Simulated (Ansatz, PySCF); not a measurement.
CH₁₁NOSi₃, SMILES O([Si@H]([SiH3])C)[SiH2]N. Atoms are numbered in the order given.

```xyz
17

C     -2.0237    -1.8261     0.5302
Si    -1.0474    -0.5328    -0.4182
Si    -1.1096     1.5374     0.7118
O      0.5284    -1.0540    -0.5869
Si     2.1053    -0.5267    -0.4617
N      2.2864     0.9472     0.4135
H     -3.0842    -1.5351     0.6058
H     -1.9684    -2.8003     0.0180
H     -1.6257    -1.9517     1.5496
H     -1.6476    -0.3544    -1.7764
H     -0.4859     1.4376     2.0668
H     -2.5348     1.9549     0.9046
H     -0.4231     2.6256    -0.0478
H      2.6285    -0.2901    -1.8328
H      2.8524    -1.5934     0.2517
H      2.1722     1.8577    -0.0181
H      2.2294     1.0012     1.4246
```
Charge 0, spin multiplicity 1.

Coordinates come from a B3LYP-D3(BJ)/def2-SVP optimisation. The structure was generated by enumeration; whether it is a known compound was not checked. Other conformers were not sampled.

Two levels are set side by side: PBE-D3(BJ)/def2-SVP (Ansatz, a program for electronic structure) and B3LYP-D3(BJ)/def2-SVP (Ansatz). Each level has its own optimised geometry; the coordinates shown are those of the second. Frequencies come from the Hessian of PySCF at each geometry. Differences are taken from unrounded values.

```json
[
 {"quantity": "mean bond length (Å)", "B3LYP-D3(BJ)": "1.474", "PBE-D3(BJ)": "1.484", "PBE-D3(BJ) minus B3LYP-D3(BJ)": "0.010"},
 {"quantity": "bond C1–Si2 (Å)", "B3LYP-D3(BJ)": "1.878", "PBE-D3(BJ)": "1.882", "PBE-D3(BJ) minus B3LYP-D3(BJ)": "0.004"},
 {"quantity": "bond Si2–Si3 (Å)", "B3LYP-D3(BJ)": "2.359", "PBE-D3(BJ)": "2.365", "PBE-D3(BJ) minus B3LYP-D3(BJ)": "0.006"},
 {"quantity": "bond Si2–O4 (Å)", "B3LYP-D3(BJ)": "1.668", "PBE-D3(BJ)": "1.683", "PBE-D3(BJ) minus B3LYP-D3(BJ)": "0.015"},
 {"quantity": "bond O4–Si5 (Å)", "B3LYP-D3(BJ)": "1.667", "PBE-D3(BJ)": "1.684", "PBE-D3(BJ) minus B3LYP-D3(BJ)": "0.017"},
 {"quantity": "bond Si5–N6 (Å)", "B3LYP-D3(BJ)": "1.724", "PBE-D3(BJ)": "1.733", "PBE-D3(BJ) minus B3LYP-D3(BJ)": "0.009"},
 {"quantity": "bond C1–H7 (Å)", "B3LYP-D3(BJ)": "1.102", "PBE-D3(BJ)": "1.109", "PBE-D3(BJ) minus B3LYP-D3(BJ)": "0.007"},
 {"quantity": "bond C1–H8 (Å)", "B3LYP-D3(BJ)": "1.102", "PBE-D3(BJ)": "1.109", "PBE-D3(BJ) minus B3LYP-D3(BJ)": "0.007"},
 {"quantity": "bond C1–H9 (Å)", "B3LYP-D3(BJ)": "1.102", "PBE-D3(BJ)": "1.108", "PBE-D3(BJ) minus B3LYP-D3(BJ)": "0.007"},
 {"quantity": "bond Si2–H10 (Å)", "B3LYP-D3(BJ)": "1.496", "PBE-D3(BJ)": "1.510", "PBE-D3(BJ) minus B3LYP-D3(BJ)": "0.015"},
 {"quantity": "bond Si3–H11 (Å)", "B3LYP-D3(BJ)": "1.495", "PBE-D3(BJ)": "1.508", "PBE-D3(BJ) minus B3LYP-D3(BJ)": "0.013"},
 {"quantity": "bond Si3–H12 (Å)", "B3LYP-D3(BJ)": "1.498", "PBE-D3(BJ)": "1.511", "PBE-D3(BJ) minus B3LYP-D3(BJ)": "0.013"},
 {"quantity": "bond Si3–H13 (Å)", "B3LYP-D3(BJ)": "1.494", "PBE-D3(BJ)": "1.508", "PBE-D3(BJ) minus B3LYP-D3(BJ)": "0.014"},
 {"quantity": "bond Si5–H14 (Å)", "B3LYP-D3(BJ)": "1.486", "PBE-D3(BJ)": "1.501", "PBE-D3(BJ) minus B3LYP-D3(BJ)": "0.014"},
 {"quantity": "bond Si5–H15 (Å)", "B3LYP-D3(BJ)": "1.485", "PBE-D3(BJ)": "1.497", "PBE-D3(BJ) minus B3LYP-D3(BJ)": "0.012"},
 {"quantity": "bond N6–H16 (Å)", "B3LYP-D3(BJ)": "1.014", "PBE-D3(BJ)": "1.022", "PBE-D3(BJ) minus B3LYP-D3(BJ)": "0.007"},
 {"quantity": "bond N6–H17 (Å)", "B3LYP-D3(BJ)": "1.014", "PBE-D3(BJ)": "1.022", "PBE-D3(BJ) minus B3LYP-D3(BJ)": "0.008"},
 {"quantity": "highest harmonic wavenumber (cm⁻¹)", "B3LYP-D3(BJ)": "3681", "PBE-D3(BJ)": "3606", "PBE-D3(BJ) minus B3LYP-D3(BJ)": "-75"},
 {"quantity": "mean harmonic wavenumber (cm⁻¹)", "B3LYP-D3(BJ)": "1161", "PBE-D3(BJ)": "1129", "PBE-D3(BJ) minus B3LYP-D3(BJ)": "-32"},
 {"quantity": "zero-point energy (kcal/mol)", "B3LYP-D3(BJ)": "74.67", "PBE-D3(BJ)": "72.62", "PBE-D3(BJ) minus B3LYP-D3(BJ)": "-2.06"}
]
```

GGA bonds tend to be longer and softer than those of functionals with exact exchange. Differences between two approximate levels are no errors against the true value.
